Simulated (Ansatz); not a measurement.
Z-matrix (Å, degrees):
```
C
O 1 1.2054
O 1 1.3389 2 123.07
H 3 0.9714 1 107.70 2 0.00
B 1 1.5725 2 117.71 3 179.99
H 5 1.1839 1 118.81 2 87.20
H 5 1.1839 6 122.14 1 174.36
```
Charge +1, spin multiplicity 2.

These are frozen-core CCSD(T)/cc-pVTZ // M06-2X/def2-TZVP (Ansatz, a quantum-chemistry and plane-wave program) values and carry that method's errors. The geometry is that of the parent before the electron was removed.

```yaml
HF energy: -213.75312 Ha
MP2 correlation energy: -0.65204 Ha
```

Q: Estimate the CCSD correlation energy, the (T) correction, the total energy and the T1 diagnostic.

A: 
The CCSD correlation energy is -0.68719 Ha and the (T) correction is -0.02775 Ha. The CCSD(T) total energy comes out as -214.46807 Ha and the T1 diagnostic is 0.030.
